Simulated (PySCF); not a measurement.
5-methylidene-1,3-dioxolan-4-one (C₄H₄O₃), SMILES C=C1OCOC1=O. Coordinates come from a PBE-D3(BJ)/def2-SVP optimisation. One conformer was computed; it need not be the lowest.

Level of theory: PBE-D3(BJ)/def2-SVP run with PySCF.

Harmonic wavenumbers (cm⁻¹): 107, 161, 289, 387, 521, 626, 688, 744, 757, 778, 818, 883, 986, 1079, 1096, 1101, 1162, 1297, 1333, 1390, 1470, 1694, 1866, 2954, 3008, 3113, 3227. Rotational constants (GHz): 3.862, 3.534, 1.868; symmetry number 1.

### Question
Work out the zero-point energy and the ideal-gas rigid-rotor harmonic-oscillator thermochemistry at 298.15 K and 1 atm.

### Answer
ZPE = ½ Σ hcν = ½ × 33535 cm⁻¹ = 200.58 kJ/mol. H − E(el) = 218.78 kJ/mol. Entropy in J/(mol K): translation 166.19, rotation 112.70, vibration 46.87, total 325.75. G − E(el) = 121.66 kJ/mol. Cp = 97.62 J/(mol K). Modes under 150 cm⁻¹ make the vibrational entropy uncertain.
